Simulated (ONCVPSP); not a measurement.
# La: excitation energies, all-electron against ONCV

ONCVPSP 4.0.1 input, shortened (lines: element, Z, core and valence counts, functional; n l f; lmax; l rc ep ncon nbas qcut; lloc lpopt rc5 dvloc0; l nproj debl; icmod fcfact rcfact), PBE, non-relativistic:

```
  La 57.00    9    4        4      upf
    1    0    2.00
    2    0    2.00
    2    1    6.00
    3    0    2.00
    3    1    6.00
    3    2   10.00
    4    0    2.00
    4    1    6.00
    4    2   10.00
    5    0    2.00
    5    1    6.00
    5    2    1.00
    6    0    1.00
    3
    0    3.00    0.00    3    6    3.70
    1    2.90    0.00    4    8    5.50
    2    3.80    0.00    4    8    4.60
    3    3.05    0.15    4    8    4.10
    4    3    2.15    6.00
    0    2    2.80
    1    1    4.00
    2    2    2.80
    3    2    1.20
    0    0.00    0.00
```

In the f channel the program set the typed energies aside and used -0.496, 0.704 Ha.

Energies are relative to the spin-unpolarised reference configuration 5s2 5p6 5d1 6s1; without spin polarisation the order of configurations can differ from experiment.

| valence configuration | charge | ΔE all-electron (eV) | error AE − PS (meV) |
| --- | --- | --- | --- |
| 5s2 5p6 5d1 6s0 | +2 | 10.410 | -1.8 |
| 5s2 5p6 5d0 6s0 | +3 | 29.934 | +22 |

Question: What are ΔE and the potential's error for 4f1 5s2 5p6 5d0 6s2?

Answer: ΔE = -7.417 eV all-electron; the error (AE − PS) is +1948 meV.

Question: What are ΔE and the potential's error for 5s2 5p6 5d1 6s2?

Answer: ΔE = -5.677 eV all-electron; the error (AE − PS) is -0.8 meV.

Levels in the configuration 5s2 5p6 5d1 6s2:

```tsv
level	all-electron (eV)	pseudo (eV)
5s	-35.956	-35.934
5p	-22.366	-22.361
5d	-3.729	-3.734
6s	-3.475	-3.474
```

These tests converged, but a pseudo level misses the all-electron one widely, so the file describes the atom poorly there or has found another state: 4f1 5s2 5p6 5d0 6s2: 4f by 3.7 eV.
